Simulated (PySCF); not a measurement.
## A ladder of Hamiltonians for Rh³³⁺ (rhodium, charge +33)

Occupied: 1s1/2, 2s1/2, 2p1/2, 2p3/2, 3s1/2. Hartree-Fock calculated with PySCF 2.14 in an uncontracted even-tempered set (20 s from 2.6 bohr⁻², ratio 2.3; 15 p from 3.1 bohr⁻², ratio 2.3), Gaussian nucleus throughout. NR is non-relativistic, sf-X2C the spin-free one-electron X2C Hamiltonian, X2C adds the bare one-electron spin-orbit term, X2C-SNSO screens it by Boettger's factors, DC is four-component Dirac-Coulomb, and the Gaunt term is added at first order (total energies over the DC spinors, levels after relaxing the spinors in that mean field). QED terms are absent. Levels marked empty are virtual spinors of this ion; the basis has s and p functions only, so 3d, which can lie below the n = 4 levels, is absent.

```tsv
Hamiltonian	E (hartree)	E − E(DC) (hartree)	CPU seconds
NR	-3820.8783	92.7026	0.59
sf-X2C	-3911.9630	1.6180	0.3
X2C	-3912.6516	0.9294	0.38
X2C-SNSO	-3912.5903	0.9907	0.39
DC	-3913.5810	0.0000	26
DC+Gaunt	-3910.6652	2.9158	52
```

| level (eV) | NR | sf-X2C | X2C | X2C-SNSO | DC | DC+Gaunt |
| --- | --- | --- | --- | --- | --- | --- |
| 1s1/2 | -24556.1 | -25219.4 | -25218.2 | -25218.3 | -25236.3 | -25189.0 |
| 2s1/2 | -5059.1 | -5234.5 | -5234.2 | -5234.2 | -5236.3 | -5231.8 |
| 2p1/2 | -4827.5 | -4881.9 | -4990.5 | -4985.4 | -4986.2 | -4978.2 |
| 2p3/2 | -4827.5 | -4881.9 | -4831.9 | -4834.0 | -4835.5 | -4829.8 |
| 3s1/2 | -2006.0 | -2057.7 | -2057.6 | -2057.6 | -2058.1 | -2057.0 |
| 3p1/2 (empty) | -1876.0 | -1896.3 | -1922.2 | -1921.0 | -1921.2 | -1919.3 |
| 3p3/2 (empty) | -1876.0 | -1896.3 | -1884.4 | -1884.9 | -1885.2 | -1883.8 |
| 4s1/2 (empty) | -1042.0 | -1062.8 | -1062.8 | -1062.8 | -1062.9 | -1062.5 |

| interval (eV) | sf-X2C | X2C | X2C-SNSO | DC | DC+Gaunt |
| --- | --- | --- | --- | --- | --- |
| 2p3/2 − 2p1/2 | -8.399e-10 | 158.7 | 151.4 | 150.6 | 148.4 |
| 3p3/2 − 3p1/2 | -3.190e-10 | 37.89 | 36.15 | 36.03 | 35.45 |

Weight of the small component: 1s1/2 0.0271, 2s1/2 0.00587, 2p1/2 0.00579, 2p3/2 0.00559, 3s1/2 0.00215, 3p1/2 0.00208, 3p3/2 0.00203, 4s1/2 0.00107.

Koopmans' value for the highest occupied level at DC+Gaunt: 2057.0 eV, against an ionisation energy of 2063 ± 3 eV (semi-empirical (NIST evaluation); NIST Atomic Spectra Database, ionization energies); the former lacks relaxation, correlation, QED and recoil.

The whole ladder took 87 s of wall time on 1 thread of Intel(R) Xeon(R) Platinum 8259CL CPU @ 2.50GHz (shared host), launched as `OMP_NUM_THREADS=1 python relrun2.py TASK.json OUT` (a driver that calls PySCF for each Hamiltonian).
